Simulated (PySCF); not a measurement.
ammonium (H₄N+), SMILES [NH4+], charge +1. Heavy atoms are numbered as in [NH4+:1]. Hydrogens are named by the atom that carries them.

Geometry: r2SCAN-D4/def2-TZVPD.

Computed with CAM-B3LYP/def2-TZVPD (PySCF).

Mulliken values depend strongly on the basis, most of all with diffuse functions as here. ESP charges are fitted to the potential on shells at 1.4 to 2.0 van der Waals radii. Atomic charges (e), one atom of each kind:

| atom | ESP fit | Mulliken | IAO |
|---|---|---|---|
| N1 (NH4) | -0.84 | -0.58 | -0.47 |
| H on N1 | 0.46 | 0.39 | 0.37 |
